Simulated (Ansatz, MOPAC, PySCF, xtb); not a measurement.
Complex: dimethyl selenide (SMILES C[Se]C) (first 9 atoms) with H2O (SMILES O); geometry from B3LYP-D3(BJ)/def2-TZVP, rigid monomers moved along the line of their centres of mass till Se2···H12 is 2.25 Å.
(charge 0, multiplicity 1):
```xyz
12

C     -0.894     1.694    -0.207
Se     0.599     0.449     0.068
C     -0.431    -1.204    -0.179
H     -1.661     1.513     0.542
H     -0.494     2.699    -0.091
H     -1.292     1.573    -1.212
H     -1.218    -1.256     0.570
H      0.262    -2.031    -0.046
H     -0.846    -1.231    -1.184
O     -1.081     0.208     2.685
H     -0.774     0.252     3.595
H     -0.288     0.329     2.136
```

Interaction energies are E(AB) − E(A) − E(B) at the monomers' geometry in the complex; basis-set methods are counterpoise corrected. Rows marked so take none.

Frozen-core correlation. Filled d and f shells under p-block atoms count as core. Rows in 3-21G, 6-31G* carry no dispersion term and start afresh at each structure (6-31G* with six Cartesian d functions); the Pople sets are all-electron and without relativity. MP2/6-31G* freezes PySCF's default core, which leaves 3d correlated. The state that PM6 reach isn't checked.

Programs: Ansatz (a quantum-chemistry and plane-wave program) with Gaussian orbitals; MOPAC for PM6 (differences of heats of formation); PySCF for 3-21G rows, 6-31G* rows, the dispersion terms; xtb for the GFN methods. Each number belongs to the level named beside it.

```csv
level,interaction energy (meV)
GFN-FF,-72.0
PM6,45.2
GFN2-xTB,-121.6
HF/3-21G (no counterpoise),-127.3
HF/6-31G* (no counterpoise),-13.8
PBE0-D3(BJ)/def2-TZVPPD,-211.0
MP2/6-31G* (no counterpoise),-172.4
SCS-MP2/aug-cc-pVDZ,[?]
CCSD(T)/aug-cc-pVDZ,[?]
```

**Question.** Complete the blanks.

**Answer.** 
- SCS-MP2/aug-cc-pVDZ, interaction energy (meV): -74.8
- CCSD(T)/aug-cc-pVDZ, interaction energy (meV): -110.4
